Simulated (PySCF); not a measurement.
Simulated outer-valence photoelectron spectrum of `[O]=[Mn](=[O])(=[O])[Cl]` (MnO3Cl). Method used: EOM-IP-CCSD/aug-cc-pVDZ in PySCF, restricted Hartree–Fock reference, frozen core, non-relativistic, gas phase, PBE0-D3(BJ)/def2-SVP geometry.

Each root has a Gaussian of 0.6 eV full width with its one-hole share as area; cross sections and vibrations are left out, and the highest printed point is 100.

ionisation energy (eV), intensity and a bar:
```
     11.1          0 
     11.2          1 
     11.3          3 #
     11.4          7 ##
     11.5         14 ####
     11.6         26 ########
     11.7         41 ############
     11.8         57 #################
     11.9         68 #####################
     12.0         72 ######################
     12.1         69 #####################
     12.2         62 ###################
     12.3         54 ################
     12.4         46 ##############
     12.5         37 ###########
     12.6         28 ########
     12.7         19 ######
     12.8         12 ###
     12.9          8 ##
     13.0          8 ##
     13.1         14 ####
     13.2         27 ########
     13.3         47 ##############
     13.4         69 #####################
     13.5         89 ###########################
     13.6        100 ##############################
     13.7         99 ##############################
     13.8         89 ###########################
     13.9         75 ######################
     14.0         60 ##################
     14.1         48 ##############
     14.2         37 ###########
     14.3         26 ########
     14.4         17 #####
     14.5          9 ###
     14.6          5 #
     14.7          2 #
     14.8          1 
     14.9          0
```

Q: Where are the maxima, and how many lines lie under the curve?

A: 2 maxima, at 12.0 and 13.6 eV, from 5 lines (7 roots with degenerate partners counted). At this width some lines have no maximum of their own.

Q: List the lines with their holes.

A: 
| E (eV) | leading hole (HF orbital) | area | Koopmans (eV) |
| --- | --- | --- | --- |
| 11.95 | HOMO/HOMO-1 | 1.90 | 12.99 |
| 12.42 | HOMO-3 | 0.93 | 15.31 |
| 13.58 | HOMO-5/HOMO-6 | 1.85 | 15.85 |
| 13.66 | HOMO-2 | 0.92 | 14.61 |
| 14.09 | HOMO-4 | 0.93 | 15.58 |

The widest gap, 1.16 eV, lies between 12.42 and 13.58 eV. Only orbitals with −ε under 21 eV, eight at most, were ionised, so the high end of the curve may lack lines.
